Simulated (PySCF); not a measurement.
CH4F2GaN, SMILES [F][Ga]([NH]C)[F]. Atoms are numbered in the order given.

```xyz
9

Ga     0.0164    -0.3847     0.0000
F      1.0024    -1.8419     0.0000
F     -1.7304    -0.6090     0.0000
N      0.7280     1.2716     0.0000
C     -0.0153     2.5200     0.0000
H      1.7453     1.3646     0.0000
H      0.1987     3.1422     0.8987
H      0.1987     3.1422    -0.8987
H     -1.1035     2.3118     0.0000
```

Coordinates come from a PBE-D3(BJ)/def2-SVP optimisation. The structure was generated by enumeration; whether it is a known compound was not checked. The values are those of a single conformer.

Level of theory: PBE/pcSseg-1 (PySCF).

GIAO shieldings, no solvent; atoms listed in one row are averaged. δ = σ(ref) − σ: ¹⁹F against CFCl3 (σ = 133.6 ppm); ¹⁵N against NH3 (σ = 267.0 ppm); ¹³C against TMS (σ = 182.0 ppm); ¹H against TMS (σ = 31.49 ppm), references at their B3LYP-D3(BJ)/def2-TZVP geometries, non-relativistic.

Computed chemical shifts:
| nucleus | atoms | count | δ (ppm) |
|---|---|---|---|
| ¹⁹F | F2 | 1 | -200.3 |
| ¹⁹F | F3 | 1 | -212.6 |
| ¹⁵N | N4 | 1 | 47.1 |
| ¹³C | C5 | 1 | 39.8 |
| ¹H | H7, H8, H9 | 3 | 3.61 |
| ¹H | H6 | 1 | 1.63 |
